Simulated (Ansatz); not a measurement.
Au₂Br. The state is a doublet with charge 0. Geometry r2SCAN-D4/def2-TZVP, that of the charge +1 singlet; atoms count from 1.

```xyz
3

Au   -0.742   -0.911    1.020
Au    1.522    0.267   -0.182
Br   -0.780    0.644   -0.838
```

In the def2 sets Au takes a core potential; there is no spin–orbit coupling. The structure comes from a short search, and lower isomers may exist.

(1) Estimate the Mulliken populations from the PBE0/def2-TZVP orbitals of Ansatz.

(2) Where does the spin sit?

(3) And the Mayer bond orders between bonded heavy atoms (over 0.3)?

## Answers

(1) 
```csv
atom,charge (e),spin (α − β),d electrons
Au1,0.20,0.38,9.80
Au2,0.20,0.38,9.80
Br3,-0.40,0.24,–
```
Mulliken values and Mayer orders depend strongly on the basis.

(2) Summed by element: Au 0.76, Br 0.24, of 1 unpaired in all. Largest on single atoms: Au1 0.38, Au2 0.38, Br3 0.24.

(3) Au1–Au2 0.62 (2.82 Å); Au1–Br3 0.61 (2.42 Å); Au2–Br3 0.61 (2.42 Å).
